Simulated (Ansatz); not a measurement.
`C#[C][SnH3]` + F• → `C#[C][SnH2]`• + H–F at 600 K and 1 bar (hydrogen abstraction from the Sn–H bond).

Computed with Ansatz on PBE0-D4/def2-TZVP structures; ΔE is electronic, products minus reactants. CCSD(T)/CBS is the MP2 limit (def2-TZVPP, def2-QZVPP) plus CCSD(T) − MP2 in def2-TZVPP, frozen cores. This one scheme is used for every species, atoms too. Open shells (•) are unrestricted, without spin–orbit coupling. Spin–orbit coupling would lower the free atoms: a little for F. def2 core potentials past Kr. Bonds to Sn are less sure, by a few kJ/mol each and by 10 to 20 or more in all where they break to atoms, as the def2 sets lack core-valence functions.

```csv
species,CCSD(T)/CBS energy (Eh),H − E (kJ/mol),S (J/(mol·K))
`C#[C][SnH3]`,-292.44374,147.3,362.3
F•,-99.66871,12.5,175.0
`C#[C][SnH2]`•,-291.81380,121.9,365.6
H–F,-100.39570,42.3,194.0
```

H − E and S are ideal-gas, rigid-rotor, harmonic terms from PBE0-D4/def2-TZVP, with the whole ground term of open shells counted as degenerate. 1 Eh = 2625.50 kJ/mol, R = 8.31446 J/(mol·K).

By hand: ΔE, ΔH, ΔS and ΔG.

ΔE = (-291.81380) + (-100.39570) − (-292.44374) − (-99.66871) = -0.09705 Eh = -254.8 kJ/mol. Δ(H − E) = 121.9 + 42.3 − 147.3 − 12.5 = 4.4, so ΔH = -250.4 kJ/mol. ΔS = 365.6 + 194.0 − 362.3 − 175.0 = 22.3 J/(mol·K). ΔG = -250.4 − 600 × (22.3)/1000 = -263.8 kJ/mol.

By hand: the equilibrium constant, and the temperature at which ΔG would vanish if ΔH and ΔS stayed fixed.

log₁₀ K = −ΔG/(RT ln 10) = 23.0. ΔH and −TΔS have one sign here, so there is no such temperature.

ΔH outweighs TΔS. A doubt of 5 kJ/mol in ΔE shifts log₁₀ K by 0.4 here. These are equilibria of isolated gas molecules and say nothing of rates. Largest T1 diagnostic: 0.019 (customary marks: 0.02 for closed shells, 0.045 for open ones).
